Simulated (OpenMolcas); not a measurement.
A calculation on Ni6+.

| Quantity | Value |
| --- | --- |
| Program | OpenMolcas 26.06 |
| Method | XMS-CASPT2, IPEA 0.25 Eh, imaginary shift 0.1 Eh (closed shells correlated: 3s 3p) |
| Basis | ANO-RCC-VTZP [6s5p3d2f1g] |
| Scalar Hamiltonian | DKH2, point nucleus |
| Active space | 4 electrons in 5 orbitals (3d) |
| State averaging | 2S+1 = 5 even, 5 roots; 2S+1 = 3 even, 45 roots; 2S+1 = 1 even, 50 roots |
| Spin-orbit coupling | state interaction with AMFI integrals over the reference wave functions, term energies averaged over their components |

**Question.** Which level of the active space comes out lowest?

**Answer.** 3d⁴ ⁵D₀, with 99 % of that term; it is also the measured ground level.

**Question.** How high does 3d⁴ ³P₀(1) lie?

**Answer.** 31620 cm⁻¹ above the lowest level; measured 30077 cm⁻¹ above the ground level, so the calculation is off by +5 %.

**Question.** How high does 3d⁴ ³P₂(1) lie?

**Answer.** 36150 cm⁻¹ above the lowest level; measured 34555 cm⁻¹ above the ground level, so the calculation is off by +5 %.

**Question.** How high does 3d⁴ ³F₂(1) lie?

**Answer.** 35890 cm⁻¹ above the lowest level; measured 34247 cm⁻¹ above the ground level, so the calculation is off by +5 %.

**Question.** The level at 35980 cm⁻¹ has J = 3. What is it made of, and what is its g factor?

**Answer.** 91 % 3d⁴ ³F₃(1), 9 % 3d⁴ ³G; g = 1.053, against 1.084 from Landé's formula for the pure leading term.

Measured values: Corliss and Sugar, J. Phys. Chem. Ref. Data 10, 197 (1981).

CASPT2 breaks the degeneracy within a term, and the mean is taken; among the terms shown or strongly mixed into the levels shown the widest spread is 460 cm-1 (3d⁴ ³F(1)). Computed and measured levels are paired by configuration, term and J; levels that our copy of the source lacks, or whose pairing is in doubt (as where it misses far off the trend of its configuration), stay unpaired and out of the deviations. Levels of configurations outside the active space are missing.

A number in round brackets counts repeated terms of one configuration in the order of the reference energies.
